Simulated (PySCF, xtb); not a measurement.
ReO3Br, SMILES [O]=[Re](=[O])(=[O])[Br], multiplicity 1.

xtb with GFN2-xTB at its own geometry gives an orbital gap of 2.93 eV and a dipole moment of 0.12 D.

Geometry: B3LYP-D3(BJ)/def2-SVP. The multiplicity is an assumed one; other spin states were not compared. The def2 effective core potentials stand for the cores of Re; spin–orbit coupling is left out.

**Question.** What does r2SCAN/def2-TZVP run with PySCF give? (The exact figures need the calculation; the answer reports its results.)

**Answer.** gap 4.59 eV (levels -8.80 and -4.21 eV), dipole 2.01 D.
